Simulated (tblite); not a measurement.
Compound: C6H3F3OS.
Bonds: F1–C2, C2–F3, C2–F4, C2–C5, C5–C6 (double), C6–C7, C7–S8 (double), C7–C9, C9–C10 (double), C10–O11, C5–O11. Hydrogens: H12 on C6; H13 on C9; H14 on C10.

Structure optimised with GFN2-xTB, isolated species.

Problem. What internal coordinates does the optimisation give?

Solution. 
| bond | length (Å) | order |
| --- | --- | --- |
| F1–C2, C2–F3, C2–F4 | 1.337 | single |
| C2–C5 | 1.514 | single |
| C5–C6 | 1.345 | aromatic |
| C6–C7 | 1.441 | aromatic |
| C7=S8 | 1.644 | double |
| C7–C9 | 1.440 | aromatic |
| C9–C10 | 1.343 | aromatic |
| C10–O11 | 1.348 | aromatic |
| C5–O11 | 1.351 | aromatic |
| C6–H12 | 1.078 | single |
| C9–H13 | 1.077 | single |
| C10–H14 | 1.079 | single |

Bonds in one row agree within 0.01 Å and their mean is given. Orders are formal, as drawn. A selection of angles:
| angle | degrees |
| --- | --- |
| F1–C2–F3 | 106.9 |
| F1–C2–C5 | 111.7 |
| C2–C5–C6 | 123.9 |
| C2–C5–O11 | 111.8 |
| C6–C5–O11 | 124.3 |
| C5–C6–C7 | 120.0 |
| C6–C7–S8 | 122.3 |
| C6–C7–C9 | 114.4 |
| S8–C7–C9 | 123.3 |
| C7–C9–C10 | 120.6 |
| C9–C10–O11 | 123.8 |
| C5–O11–C10 | 117.0 |

Dihedral angles: F1–C2–C5–C6 120° (anticlinal).

The 5 C–C bonds span 1.343 Å (C9–C10, drawn aromatic) to 1.514 Å (C2–C5, drawn single), a spread of 0.171 Å. Of the pairs four or more bonds apart, F4···H12 is among the closest relative to their van der Waals radii: 2.46 Å, 92 % of the sum of Bondi's values. The 6-membered ring C5–C6–C7–C9–C10–O11 has internal angles of 114.4° to 124.3° (sum 720°, against 720° for a flat polygon); it is planar, 0.00 Å rms from its mean plane, widest ring torsion 0°.

Point group: Cs (every atom within 0.08 Å of its image). Its GFN2-xTB frequencies are all real (lowest 17 cm⁻¹).

All values are computed, not measured.
